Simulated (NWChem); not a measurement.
System: C2H4F2OSi; SMILES O=C([SiH3])C(F)F

The following NWChem deck was run.

```
start job
memory heap 200 mb stack 900 mb global 1100 mb
geometry units angstroms
  O     -0.228419    -0.153999     1.963654
  C      0.018828    -0.013407     0.795702
  Si     1.762844     0.349077     0.061173
  C     -1.112868    -0.122103    -0.245158
  F     -1.005063     0.899283    -1.129624
  F     -0.941008    -1.262176    -0.957445
  H      2.705397     0.080966     1.139983
  H      1.918598    -0.541612    -1.084104
  H      1.725550     1.755162    -0.333082
  H     -2.126447    -0.121951     0.181154
end
basis spherical
  * library def2-svp
end
dft
  xc pbe0
  iterations 150
end
driver
  maxiter 120
end
task dft optimize
task dft freq
```

NWChem printed, in part:

```
             Northwest Computational Chemistry Package (NWChem) 7.3.0
             --------------------------------------------------------

 C1  symmetry detected

                             Geometry "geometry" -> ""
                             -------------------------

 Output coordinates in angstroms (scale by  1.889725989 to convert to a.u.)

  No.       Tag          Charge          X              Y              Z
 ---- ---------------- ---------- -------------- -------------- --------------
    1 O                    8.0000    -1.85052984    -0.64585630     0.22973505
    2 C                    6.0000    -0.69636470    -0.33276103     0.10773806
    3 Si                  14.0000     0.76827484    -1.55588697    -0.15930733
    4 C                    6.0000    -0.29678605     1.15502669     0.16031930
    5 F                    9.0000     0.79138701     1.29680780     0.95587502
    6 F                    9.0000     0.08446515     1.54733782    -1.07959786
    7 H                    1.0000     0.15476458    -2.83087360    -0.50878543
    8 H                    1.0000     1.58565009    -0.98982865    -1.22735287
    9 H                    1.0000     1.47470552    -1.58932515     1.11887125
   10 H                    1.0000    -1.09049422     1.82839078     0.51485065

 Effective nuclear repulsion energy (a.u.)     301.6182975958

                                Z-matrix (autoz)
                                --------

 Units are Angstrom for bonds and degrees for angles

[...]

      ----------------------
      Optimization converged
      ----------------------

  Step       Energy      Delta E   Gmax     Grms     Xrms     Xmax
  ---- ---------------- -------- -------- -------- -------- --------
@   23    -642.14188989 -1.3D-08  0.00003  0.00001  0.00066  0.00149
                                     ok       ok       ok       ok

                                Z-matrix (autoz)
                                --------

 Units are Angstrom for bonds and degrees for angles

[...]

 Rotational Constants
 --------------------
 A=   0.121646 cm-1  (  0.175017 K)
 B=   0.070078 cm-1  (  0.100824 K)
 C=   0.059687 cm-1  (  0.085875 K)

 Temperature                      =   298.15K
 frequency scaling parameter      =   1.0000

 Zero-Point correction to Energy  =   35.758 kcal/mol  (  0.056983 au)
 Thermal correction to Energy     =   40.401 kcal/mol  (  0.064384 au)
 Thermal correction to Enthalpy   =   40.994 kcal/mol  (  0.065328 au)

 Total Entropy                    =   87.719 cal/mol-K
   - Translational                =   39.984 cal/mol-K (mol. weight = 109.9999)
   - Rotational                   =   27.540 cal/mol-K (symmetry #  =        1)
   - Vibrational                  =   20.195 cal/mol-K

 Cv (constant volume heat capacity) =   24.070 cal/mol-K
   - Translational                  =    2.979 cal/mol-K
   - Rotational                     =    2.979 cal/mol-K
   - Vibrational                    =   18.112 cal/mol-K

[normal modes left out]

 ----------------------------------------------------------------------------
 Normal Eigenvalue ||           Projected Infra Red Intensities
  Mode   [cm**-1]  || [atomic units] [(debye/angs)**2] [(KM/mol)] [arbitrary]
 ------ ---------- || -------------- ----------------- ---------- -----------
    1       -0.000 ||    0.000021           0.000         0.021       0.006
    2       -0.000 ||    0.000037           0.001         0.036       0.010
    3       -0.000 ||    0.000005           0.000         0.005       0.001
    4       -0.000 ||    0.000002           0.000         0.002       0.001
    5        0.000 ||    0.000060           0.001         0.059       0.016
    6        0.000 ||    0.000002           0.000         0.002       0.001
    7       21.881 ||    0.001645           0.038         1.604       0.451
    8       80.703 ||    0.002760           0.064         2.690       0.757
    9      142.665 ||    0.003289           0.076         3.206       0.902
   10      192.842 ||    0.003957           0.091         3.858       1.085
   11      338.398 ||    0.029986           0.692        29.231       8.221
   12      434.332 ||    0.011227           0.259        10.944       3.078
   13      478.726 ||    0.016536           0.381        16.120       4.533
   14      544.216 ||    0.027161           0.627        26.478       7.446
   15      611.769 ||    0.003417           0.079         3.331       0.937
   16      702.242 ||    0.021262           0.491        20.727       5.829
   17      740.293 ||    0.012070           0.278        11.766       3.309
   18      891.503 ||    0.186272           4.297       181.588      51.068
   19      930.321 ||    0.046429           1.071        45.261      12.729
   20      939.006 ||    0.035978           0.830        35.073       9.864
   21     1151.168 ||    0.026382           0.609        25.718       7.233
   22     1154.407 ||    0.193352           4.461       188.489      53.008
   23     1188.434 ||    0.049477           1.141        48.232      13.564
   24     1350.330 ||    0.057299           1.322        55.858      15.709
   25     1378.977 ||    0.028212           0.651        27.503       7.735
   26     1849.005 ||    0.118282           2.729       115.307      32.428
   27     2252.232 ||    0.030339           0.700        29.576       8.318
   28     2265.057 ||    0.077938           1.798        75.978      21.367
   29     2271.624 ||    0.081642           1.884        79.589      22.383
   30     3114.550 ||    0.029232           0.674        28.497       8.014
 ----------------------------------------------------------------------------
```

Level: PBE0/def2-SVP.
